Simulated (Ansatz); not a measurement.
Input file for CH₄FGaSi:

```yaml
crystal:
  periodic: [false, false, false]
  atoms:
    - {symbol: F, position_ang: [-0.157499, -1.694836, 0.995391]}
    - {symbol: Ga, position_ang: [0.538613, 1.163740, 2.091821]}
    - {symbol: C, position_ang: [0.197969, 0.911198, 0.061464]}
    - {symbol: Si, position_ang: [-0.198758, -0.823704, -0.373471]}
    - {symbol: H, position_ang: [1.105027, 1.261256, -0.445431]}
    - {symbol: H, position_ang: [-0.619787, 1.593634, -0.198774]}
    - {symbol: H, position_ang: [0.797158, -1.461124, -1.273163]}
    - {symbol: H, position_ang: [-1.570622, -1.007266, -0.913737]}
basis:
  gaussian: {orbitals: def2-SVP}
correlation: {method: ccsd_t}
```

```sh
$ ansatz run in.yaml --threads 2 --pin off --events-out ev --progress --plain --max-ram 4352MiB
```

Output of Ansatz, abridged:

```
Functional definition: HF
967 factors; integrals over basis functions are off by at most 1.1e-3 eV
mean field evaluation 1: about -63982.5708 eV, gradient 3.3e1 eV
mean field evaluation 2: about -63982.5868 eV, gradient 3.4e1 eV
mean field evaluation 4: about -63985.4238 eV, gradient 2.6e0 eV
mean field evaluation 8: about -63985.4668 eV, gradient 2.7e-1 eV
mean field -63985.46732249 eV, -2351.4225531940 hartree, gradient 6.6e-7 eV, S^2 0.000000; 0 other end points of the search recorded, 0 dependent functions left out
16 core orbitals not correlated: weight in the atoms' cores, before any rotation towards them, 1.000 or more for the frozen orbitals, at most 0.000 for the correlated occupied ones
reference -63985.46732249 eV, -2351.4225531940 hartree; 16, 16 occupied and 66, 66 virtual orbitals, 967 factors
second order -16.75716843 eV of doubles, -0.00000000 eV of singles
cycle   1  -16.87195934 eV  change   -1.1e-1 eV  update   1.1e-1
cycle   2  -17.42989108 eV  change   -5.6e-1 eV  update   3.6e-2
cycle   3  -17.53916431 eV  change   -1.1e-1 eV  update   1.7e-2
cycle   4  -17.52999504 eV  change    9.2e-3 eV  update   3.6e-3
cycle   5  -17.52937274 eV  change    6.2e-4 eV  update   1.2e-3
cycle   6  -17.52929190 eV  change    8.1e-5 eV  update   3.4e-4
cycle   7  -17.52915858 eV  change    1.3e-4 eV  update   1.2e-4
cycle   8  -17.52912251 eV  change    3.6e-5 eV  update   4.6e-5
cycle   9  -17.52913036 eV  change   -7.8e-6 eV  update   2.1e-5
perturbative correction -0.47252457 eV, -0.0173649578 hartree
Total energy: -64003.46897742 eV, -2352.0841018109 hartree
```

It took 7.5 s on 2 threads of an Arm Neoverse V1 on a shared host, with 0.35 GiB of host memory at the peak.

Correlation energy per correlated electron: -0.563 eV. T1 diagnostic: 0.0116.
